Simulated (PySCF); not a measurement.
**Shapes and spin states of CoOF**

Method: PBE0 in PySCF with Co def2-TZVP, O def2-TZVP, F def2-TZVP; no relativity; density-fitted integrals.

Relaxations began from a few typed shapes and spin states; open shells are unrestricted. The search is not exhaustive: other isomers or separated fragments can lie lower, and high-lying points may rest on an excited occupation.

Which is the lowest minimum found?
A. broken-symmetry Ms = 0 (⟨S²⟩ 1.94) Cs: Co–F 1.741 Å, Co–O 1.638 Å; F–Co–O 171.3°
B. quintet C∞v: Co–F 1.755 Å, Co–O 1.616 Å; F–Co–O 180.0°
C. singlet Cs: Co–F 1.681 Å, Co–O 1.541 Å; F–Co–O 152.2°
D. singlet (closed shell, unstable to spin polarisation) C∞v: Co–F 1.685 Å, Co–O 1.545 Å; F–Co–O 180.0°
E. quintet C∞v: Co–F 1.755 Å, Co–O 1.616 Å; F–Co–O 180.0°
F. broken-symmetry Ms = 1 (⟨S²⟩ 2.90) Cs: Co–F 1.740 Å, Co–O 1.726 Å; F–Co–O 175.7°

B. The others lie at 0.2 (quintet C∞v), 52.6 (broken-symmetry Ms = 1 Cs), 114.4 (broken-symmetry Ms = 0 Cs), 196.5 (singlet Cs), 199.5 (singlet C∞v, a saddle point) kJ/mol above it.

Formally Co is in oxidation state +3, d6, with 4 unpaired electrons (the high-spin count). The Mulliken spin on Co is 2.91. The polar-tensor charge on Co, 1.29, is far below the formal one.

For the lowest minimum: other spin states or occupations of the open shell can lie lower.

The electron or spin density has lower symmetry than the nuclear frame for the broken-symmetry Ms = 1 (⟨S²⟩ 2.90) Cs at 52.6 kJ/mol.
